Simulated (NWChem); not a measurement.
Species: BCl₂ cation

```xyz
3

Cl    -1.6173    -0.0229     0.0201
B      0.0000     0.0000     0.0000
Cl     1.6173     0.0229    -0.0201
```
Atoms are numbered in this order, from 1.

All runs: NWChem. Pople sets run with spherical d functions. All runs use the structure optimised with PBE0/def2-SVP. Atomic charges in e: unrestrained fits to the electrostatic potential beside Mulliken populations; the two definitions need not agree.

For level Hartree-Fock/6-31G*:

| Item | Value |
|---|---|
| Mulliken Cl1 | 0.21 |
| ESP B2 | 0.47 |
| Mulliken B2 | 0.59 |
| Mulliken Cl3 | 0.21 |

Question: How do the values read with level B3LYP/def2-SVP instead?

Answer: 
| Property | Result |
|---|---|
| Mulliken Cl1 | 0.39 |
| ESP B2 | 0.29 |
| Mulliken B2 | 0.22 |
| Mulliken Cl3 | 0.39 |
